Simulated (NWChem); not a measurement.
System: PbH$_{2}$S$_{2}$, singlet; SMILES [SH][Pb][SH]

Here is an NWChem input.

```
start job
memory heap 200 mb stack 900 mb global 1100 mb
geometry units angstroms noautoz
  Pb    -0.530300     0.014942     0.000000
  S      1.177269     1.905462     0.000000
  H      2.257687     1.093071     0.000000
  S      1.249703    -1.814496     0.000000
  H      0.351962    -2.825612     0.000000
end
basis spherical
  * library def2-svpd
end
ecp
  Pb library def2-ecp
end
dft
  xc xcamb88 1.00 lyp 0.81 vwn_5 0.19 hfexch 1.00
  cam 0.33 cam_alpha 0.19 cam_beta 0.46
  iterations 150
end
tddft
  cis
  nroots 6
  notriplet
end
task tddft energy
```

NWChem printed, in part:

```
             Northwest Computational Chemistry Package (NWChem) 7.3.0
             --------------------------------------------------------

 CS  symmetry detected

                             Geometry "geometry" -> ""
                             -------------------------

 Output coordinates in angstroms (scale by  1.889725989 to convert to a.u.)

  No.       Tag          Charge          X              Y              Z
 ---- ---------------- ---------- -------------- -------------- --------------
    1 Pb                  82.0000    -0.51263239     0.00996144     0.00000000
    2 S                   16.0000     1.20667897     1.88980883     0.00000000
    3 H                    1.0000     2.28201587     1.07070399     0.00000000
    4 S                   16.0000     1.25594106    -1.83052818     0.00000000
    5 H                    1.0000     0.35191953    -2.83603280     0.00000000

 Effective nuclear repulsion energy (a.u.)     627.2084158926

      Symmetry information
      --------------------

 Group name             Cs
 Group number              2
 Group order               2
 No. of unique centers     5

                                 NWChem DFT Module
                                 -----------------

 Summary of "ao basis" -> "ao basis" (spherical)
 ------------------------------------------------------------------------------
       Tag                 Description            Shells   Functions and Types
 ---------------- ------------------------------  ------  ---------------------
 Pb                        def2-svpd                12       32   5s4p3d
 S                         def2-svpd                11       27   5s4p2d
 H                         def2-svpd                 4        8   2s2p

      Symmetry analysis of basis
      --------------------------

        a'         72
        a"         30

            General Information
            -------------------
          SCF calculation type: DFT
          Wavefunction type:  closed shell.
          No. of atoms     :     5
          No. of electrons :    56
           Alpha electrons :    28
            Beta electrons :    28
          Charge           :     0
          Spin multiplicity:     1
          Use of symmetry is: off; symmetry adaption is: on
          Maximum number of iterations: 150
          AO basis - number of functions:   102
                     number of shells:    42
          Convergence on energy requested:  1.00D-06
          Convergence on density requested:  1.00D-05
          Convergence on gradient requested:  5.00D-04

              XC Information
              --------------
                     Hartree-Fock (Exact) Exchange  1.000
                   CAM-Becke88 Exchange Functional  1.000
                      VWN V Correlation Functional  0.190 local
              Lee-Yang-Parr Correlation Functional  0.810

           Range-Separation Parameters
           ---------------------------
           Alpha           :  0.19
           Beta            :  0.46
           Gamma           :  0.33
           Short-Range HF  :     F

             Grid Information
             ----------------
          Grid used for XC integration:  medium
          Radial quadrature: Mura-Knowles
          Angular quadrature: Lebedev.
          Tag              B.-S. Rad. Rad. Pts. Rad. Cut. Ang. Pts.
          ---              ---------- --------- --------- ---------
          Pb                  1.80      123          12.0       590
          S                   1.00       88          14.0       590
          H                   0.35       45          14.0       434
          Grid pruning is: on
          Number of quadrature shells:   389
          Spatial weights used:  Erf1

      Superposition of Atomic Density Guess
      -------------------------------------

 Sum of atomic energies:       -1015.06177790

      Non-variational initial energy
      ------------------------------

 Total energy =    -987.820925
 1-e energy   =   -1849.092744
 2-e energy   =     653.798021
 HOMO         =      -0.274877
 LUMO         =      -0.043588

      Symmetry analysis of molecular orbitals - initial
      -------------------------------------------------

  Numbering of irreducible representations:

[...]

                                NWChem TDDFT Module
                                -------------------

            General Information
            -------------------
           No. of orbitals :     204
            Alpha orbitals :     102
             Beta orbitals :     102
        Alpha frozen cores :       0
         Beta frozen cores :       0
     Alpha frozen virtuals :       0
      Beta frozen virtuals :       0
         Spin multiplicity :       1
    Number of AO functions :     102
        Use of symmetry is : off
      Symmetry adaption is : on
         Schwarz screening :  0.10D-07

              XC Information
              --------------
              Hartree-Fock (Exact) Exchange   1.00
            CAM-Becke88 Exchange Functional   1.00
               VWN V Correlation Functional   0.19 local
       Lee-Yang-Parr Correlation Functional   0.81
           Alpha           :  0.19
           Beta            :  0.46
           Gamma           :  0.33

             TDDFT Information
             -----------------
          Calculation type : Tamm-Dancoff TDDFT
         Wavefunction type : Restricted singlets
          No. of electrons :      56
           Alpha electrons :      28
            Beta electrons :      28
              No. of roots :       6
          Max subspacesize :    5200
            Max iterations :     100
               Target root :       1
           Target symmetry : none
      Symmetry restriction : off
                 Algorithm : Optimal
        Davidson threshold :  0.10D-03

    6 smallest eigenvalue differences (eV)
--------------------------------------------------------
  No. Spin  Occ  Vir  Irrep   E(Occ)    E(Vir)   E(Diff)
--------------------------------------------------------
    1    1   28   29 a'       -0.307    -0.066     6.548
    2    1   27   29 a"       -0.315    -0.066     6.781
    3    1   26   29 a'       -0.332    -0.066     7.229
    4    1   25   29 a"       -0.346    -0.066     7.616
    5    1   28   30 a"       -0.307    -0.008     8.126
    6    1   28   31 a"       -0.307    -0.004     8.247
--------------------------------------------------------

  Entering Davidson iterations
  Restricted singlet excited states

  Iter   NTrls   NConv    DeltaV     DeltaE      Time
  ----  ------  ------  ---------  ---------  ---------
    1      6       0     0.11E+00   0.10+100       35.7
    2     12       0     0.33E-01   0.25E-01       28.1
    3     18       0     0.13E-01   0.26E-02       25.1
    4     24       0     0.59E-02   0.33E-03       27.6
    5     30       0     0.27E-02   0.70E-04       28.9
    6     36       1     0.11E-02   0.87E-05       30.2
    7     41       3     0.48E-03   0.12E-05       34.2
    8     44       4     0.17E-03   0.18E-06       25.1
    9     46       6     0.91E-04   0.11E-07       23.0
  ----  ------  ------  ---------  ---------  ---------
  Convergence criterion met

  Ground state a'       -990.273185910737 a.u.

  ----------------------------------------------------------------------------
  Root   1 singlet a"             0.134306183 a.u.                3.6547 eV
  ----------------------------------------------------------------------------
     Transition Moments    X  0.00000   Y  0.00000   Z -0.40636
     Dipole Oscillator Strength                    0.0147852380
     Electric Quadrupole                           0.0000001042
     Magnetic Dipole                               0.0000022230
     Total Oscillator Strength                     0.0147875652

     Occ.   27  a'  ---  Virt.   29  a"       0.99311
     Occ.   27  a'  ---  Virt.   40  a"      -0.05095
  ----------------------------------------------------------------------------
  Root   2 singlet a'             0.142526120 a.u.                3.8783 eV
  ----------------------------------------------------------------------------
     Transition Moments    X  0.06019   Y  0.63884   Z  0.00000
     Dipole Oscillator Strength                    0.0391229734
     Electric Quadrupole                           0.0000001390
     Magnetic Dipole                               0.0000000085
     Total Oscillator Strength                     0.0391231209

     Occ.   25  a'  ---  Virt.   30  a'      -0.10725
     Occ.   25  a'  ---  Virt.   31  a'      -0.12076
     Occ.   27  a'  ---  Virt.   30  a'       0.14455
     Occ.   27  a'  ---  Virt.   31  a'      -0.13198
     Occ.   28  a"  ---  Virt.   29  a"       0.95586
     Occ.   28  a"  ---  Virt.   36  a"      -0.05415
  ----------------------------------------------------------------------------
  Root   3 singlet a"             0.160644754 a.u.                4.3714 eV
  ----------------------------------------------------------------------------
     Transition Moments    X -0.00000   Y -0.00000   Z -0.02426
     Dipole Oscillator Strength                    0.0000630558
     Electric Quadrupole                           0.0000000552
     Magnetic Dipole                               0.0000019728
     Total Oscillator Strength                     0.0000650838

     Occ.   23  a'  ---  Virt.   29  a"       0.05010
     Occ.   25  a'  ---  Virt.   29  a"      -0.99166
  ----------------------------------------------------------------------------
  Root   4 singlet a'             0.164456990 a.u.                4.4751 eV
  ----------------------------------------------------------------------------
     Transition Moments    X -0.25349   Y -0.02615   Z  0.00000
     Dipole Oscillator Strength                    0.0071198455
     Electric Quadrupole                           0.0000000748
     Magnetic Dipole                               0.0000000041
     Total Oscillator Strength                     0.0071199244

[...]
```

Level: CAM-B3LYP/def2-SVPD with def2 effective core potentials on Pb, TDA. Low-valent species are run as closed-shell singlets; no triplet was tried in these runs. The geometry was optimised at PBE0/def2-SVP. Not confirmed as a minimum by frequencies. def2 effective core potentials on Pb; no spin-orbit coupling.
